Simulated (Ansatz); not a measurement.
```yaml
crystal:
  periodic: [false, false, false]
  atoms:
    - {symbol: O, position_ang: [-1.024911, -1.053685, 0.443570]}
    - {symbol: In, position_ang: [0.017390, 0.344775, -0.504735]}
    - {symbol: O, position_ang: [1.614325, 0.701800, 0.598217]}
    - {symbol: H, position_ang: [-1.834167, -1.316805, 0.000535]}
    - {symbol: H, position_ang: [-0.348931, 1.108401, -1.969913]}
    - {symbol: H, position_ang: [1.618394, 0.151514, 1.386126]}
basis:
  gaussian: {orbitals: STO-3G, fitting: {mean_field: cc-pVTZ-jkfit}}
hamiltonian: {xc: {name: rPW86-PBE}, dispersion: d4}
output: {forces: true}
```

```sh
$ ansatz run in.yaml --threads 2 --pin off --events-out ev --progress --plain --max-ram 32768MiB --backend cpu
```

Problem. How does Ansatz answer? (Best estimate.)

Solution. The calculation gave: The input was rejected before any iteration.
```
Functional definition: rPW86-PBE
Error: <dir> the basis set cc-pVTZ-JKFIT has no functions for In
```
